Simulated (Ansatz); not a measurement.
`C[CH2][In]([F])[CH2]C` + H–F → `C[CH2][In]([F])[F]` + `CC` at 700 K and 1 bar (ligand exchange at the In–C bond).

Calculated with Ansatz (gas phase, PBE0-D4/def2-TZVP geometries, no zero-point term in ΔE). CCSD(T)/CBS is the MP2 limit (def2-TZVPP, def2-QZVPP) plus CCSD(T) − MP2 in def2-TZVPP, frozen cores. This one scheme is used for every species. def2 core potentials past Kr. For In outer-core shells are correlated without core-valence functions, which leaves a few kJ/mol of doubt a bond. Each species was taken in one conformer, which may not be the lowest.

| species | CCSD(T)/CBS energy (Eh) | H − E (kJ/mol) | S (J/(mol·K)) |
| --- | --- | --- | --- |
| `C[CH2][In]([F])[CH2]C` | -447.87148 | 451.5 | 600.0 |
| H–F | -100.39570 | 45.2 | 198.5 |
| `C[CH2][In]([F])[F]` | -468.57870 | 256.7 | 498.1 |
| `CC` | -79.71954 | 238.1 | 289.3 |

H − E and S are ideal-gas, rigid-rotor, harmonic terms from PBE0-D4/def2-TZVP, for one conformer and one mirror image of each species. 1 Eh = 2625.50 kJ/mol, R = 8.31446 J/(mol·K).

Task: By hand: ΔE, ΔH, ΔS and ΔG.

Result: ΔE = (-468.57870) + (-79.71954) − (-447.87148) − (-100.39570) = -0.03106 Eh = -81.5 kJ/mol. Δ(H − E) = 256.7 + 238.1 − 451.5 − 45.2 = -1.9, so ΔH = -83.4 kJ/mol. ΔS = 498.1 + 289.3 − 600.0 − 198.5 = -11.1 J/(mol·K). ΔG = -83.4 − 700 × (-11.1)/1000 = -75.6 kJ/mol.

Task: By hand: the equilibrium constant, and the temperature at which ΔG would vanish if ΔH and ΔS stayed fixed.

Result: log₁₀ K = −ΔG/(RT ln 10) = 5.6. ΔG = 0 at ΔH/ΔS = 7514 K, far beyond where these terms or the molecules hold.

The number of gas molecules stays the same, so ΔS is small and ΔH decides. A doubt of 5 kJ/mol in ΔE shifts log₁₀ K by 0.4 here. Other conformers and mirror images would add mixing entropy, several J/(mol·K) or more a flexible species. Modes under 60 cm⁻¹, often nearly free rotors, make the harmonic entropy too high. These are equilibria of isolated gas molecules and say nothing of rates. Largest T1 diagnostic: 0.015 (customary marks: 0.02 for closed shells, 0.045 for open ones).
